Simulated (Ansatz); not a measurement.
Diatomic LiO, multiplicity 2 (the spin of the measured ground state).

Seven points along R, fitted to fifth degree in 1/R; most abundant isotopes. Runs in def2 and cc sets follow the lowest solution found near the PBE0 minimum.

Correlated levels freeze the inner cores; with def2 sets outer-core shells near the valence are correlated too.

Programs: Ansatz (Gaussian basis) for Hartree–Fock, density functionals and correlated methods. 

Quantity: ω_e, from seven points a level.

Costs are ratios of core time to PBE/def2-TZVPP (roughly 6 s), for whole runs (searches for the state included, and forces where a run took them) on one shared machine, so rough; each error counts from the measured 814.62 cm⁻¹ [Irikura, J. Phys. Chem. Ref. Data 36, 389 (2007)].

```csv
level,basis functions,cost
B3LYP/def2-TZVPP,50,×0.7
SVWN5/def2-TZVPP,50,×0.8
PBE/def2-TZVPP,50,×1
PBE0/def2-TZVPP,50,×1
BHLYP/def2-TZVPP,50,×1
CAM-B3LYP/def2-TZVPP,50,×1
B97M-V/def2-TZVPP,50,×2
wB97X-V/def2-TZVPP,50,×3
wB97M-V/def2-TZVPP,50,×4
CCSD(T)/def2-TZVPP,50,×4
CCSD(T)/aug-cc-pVTZ,92,×10
CCSD(T)/def2-QZVPP,92,×20
```

What does the step from CCSD(T)/def2-TZVPP to CCSD(T)/def2-QZVPP cost and buy?

50 to 92 functions, cost ×4 (rough); the error goes from 7 to -8 cm⁻¹.

Each error (cm⁻¹): B3LYP/def2-TZVPP 9; SVWN5/def2-TZVPP 10; PBE/def2-TZVPP -17; PBE0/def2-TZVPP 14; BHLYP/def2-TZVPP 40; CAM-B3LYP/def2-TZVPP 24; B97M-V/def2-TZVPP 10; wB97X-V/def2-TZVPP 9; wB97M-V/def2-TZVPP 6; CCSD(T)/def2-TZVPP 7; CCSD(T)/aug-cc-pVTZ -24; CCSD(T)/def2-QZVPP -8.

Ansatz is a first-principles code.
